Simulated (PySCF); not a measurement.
Isomers of C2H7BrSi, mass 137.950 u with the commonest isotopes. Theory: PySCF, PBE0-D3(BJ)/def2-SVP geometry optimisation, gas phase. One conformer each, none proved a minimum here; rigid rotors.

Question: Order these by rotational constant B, smallest first.
A. SiHMe2Br (`[H][Si](C)(C)Br`)
B. `[SiH3:1][CH2:2][CH2:3][Br:4]` with Si1–C2–C3–Br4 180°
C. `[CH3:1][CH2:2][SiH2:3][Br:4]` with C1–C2–Si3–Br4 179°

Answer: B (959.4 MHz), C (1257 MHz), A (1996 MHz).

Question: Order these by dipole moment, largest first.
A. `[SiH3:1][CH2:2][CH2:3][Br:4]` with Si1–C2–C3–Br4 180°
B. `[H][Si](C)(C)Br` (SiHMe2Br)
C. `[CH3:1][CH2:2][SiH2:3][Br:4]` with C1–C2–Si3–Br4 179°

Answer: B (2.28 D), C (2.10 D), A (1.51 D).

Question: Order these by radius of gyration √(Σ m r²/M), largest first.
A. `[CH3:1][CH2:2][SiH2:3][Br:4]` with C1–C2–Si3–Br4 179°
B. `[SiH3:1][CH2:2][CH2:3][Br:4]` with Si1–C2–C3–Br4 180°
C. SiHMe2Br, `[H][Si](C)(C)Br`

Answer: B (1.985 Å), A (1.773 Å), C (1.555 Å).

```csv
SMILES,point group,Ia (u·Å²),Ib (u·Å²),Ic (u·Å²),κ,μa (D),μb (D),μc (D)
CC[SiH2]Br,–,37.65,402.07,427.42,-0.99,2.10,0.13,0.01
[H][Si](C)(C)Br,Cs,95.31,253.20,318.70,-0.78,2.27,0.00,0.28
[SiH3]CCBr,Cs,22.78,526.76,537.25,-1.00,1.50,0.18,0.00
```
